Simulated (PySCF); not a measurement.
## Zn+: ionisation energy

Zn+ [Ar] 3d10 4s1 (2S) → Zn(2+) [Ar] 3d10 (1S), as a difference of total energies. Calculation: PySCF 2.14, in x2c-SVPall (5s3p3d1f, 36 functions); the spin-free X2C one-electron Hamiltonian (Gaussian nucleus). Correlated levels: valence: [Ar] frozen. The calculations carry no spin-orbit coupling.

```csv
method,ionisation energy (eV)
UHF,16.838
M06-2X,18.077
PBE,18.595
MP2 (valence),17.287
SCS-MP2 (valence),17.225
CCSD (valence),17.235
CCSD(T) (valence),17.272
```

Question: How much does correlation contribute at CCSD(T) (valence)?

Answer: 17.272 − (16.838) = 0.434 eV, measured against UHF.

Errors of the correlated levels include the incompleteness of this basis and the frozen core.

For comparison: 17.964 eV (measured; NIST Atomic Spectra Database, ionization energies).
